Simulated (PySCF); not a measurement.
Molecule: C2H7Si, charge 0, multiplicity 2. It need not be the lowest isomer of its formula. SMILES: [CH2]C[SiH3]
Geometry from a B3LYP-D3(BJ)/def2-TZVP (Ansatz) optimisation:
```xyz
10

C     -1.5860     0.4710     0.5484
C     -0.7062     0.1590    -0.5942
Si     1.0434    -0.2874     0.0101
H     -2.0984    -0.3170     1.0820
H     -1.6067     1.4642     0.9743
H     -0.6042     1.0075    -1.2773
H     -1.0735    -0.6927    -1.1744
H      0.9766    -1.4680     0.9029
H      1.6172     0.8527     0.7625
H      1.9344    -0.6028    -1.1370
```
Charge 0, spin multiplicity 2.

Dispersion corrections to the total energy (kcal/mol) from the dftd3 and dftd4 libraries through PySCF: D3(BJ) without and D4 with the three-body term, each with the damping fitted for the functional named.

```csv
functional,D3(BJ),D4
HSE06,-2.65,-2.91
BHLYP,-5.65,-4.41
r2SCAN,___,-0.91
TPSS,-5.17,___
B2GP-PLYP,-2.71,-1.56
PW6B95,-2.05,___
HF,-33.36,-14.01
```

### Question
Fill in the missing entries.

### Answer

- r2SCAN, D3(BJ): -1.12
- TPSS, D4: -5.09
- PW6B95, D4: -3.29
